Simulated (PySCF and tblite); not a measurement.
Values are calculated unless marked as measured or tabulated.
# Barrier and rate of a rotation

System: C₆H₅FO, numbered as in [OH:1][c:2]1[cH:3][cH:4][c:5]([F:6])[cH:7][cH:8]1.

Motion: rotation about the C2–O1 bond (torsion C3–C2–O1–H from 180° to 360°, rising). Geometries: GFN2-xTB; energies: PBE0/pcSseg-1 + D3(BJ); zero-point and thermal terms from GFN2-xTB harmonic modes (soft modes blended into free rotors). Rates follow Eyring's equation with the number of equivalent paths and no tunnelling. Programs: tblite and PySCF.

```csv
point,symmetry,E(GFN2) kcal/mol,E(DFT) kcal/mol,ZPE change kcal/mol,lowest mode cm⁻¹,dipole D
start,Cs,0.0,0.0,0.00,146,2.12
saddle,Cs,5.6,3.3,-0.73,424i,1.94
end,Cs,0.0,0.0,0.00,146,2.12
```

```json
{
  "Electronic barrier": "3.3 kcal/mol",
  "Barrier with zero-point energy": "2.5 kcal/mol",
  "ΔH‡ (298 K)": "2.4 kcal/mol",
  "ΔS‡ (298 K, symmetry apart)": "-0.8 cal/(mol K)",
  "Paths": "2 equivalent paths",
  "End point": "the same structure with atoms interchanged, or its mirror image",
  "Mean lifetime of the start against this motion at 298 K": "6.4 ps",
  "Cost": "27 s on 1 thread of Intel Xeon 6975P-C (shared host) (rough), peak memory 0.75 GiB, launched as `OMP_NUM_THREADS=1 python ens_run.py task.json out`"
}
```

| T/K | ΔG‡ kcal/mol | k s⁻¹ |
| --- | --- | --- |
| 150 | 2.5 | 1.3×10⁹ |
| 200 | 2.5 | 1.4×10¹⁰ |
| 250 | 2.6 | 6×10¹⁰ |
| 298 | 2.6 | 1.6×10¹¹ |
| 350 | 2.6 | 3.3×10¹¹ |
| 400 | 2.7 | 5.6×10¹¹ |
| 500 | 2.8 | 1.2×10¹² |

ΔG and ΔG‡ leave out symmetry numbers and mirror images; rates count paths: 2 out.
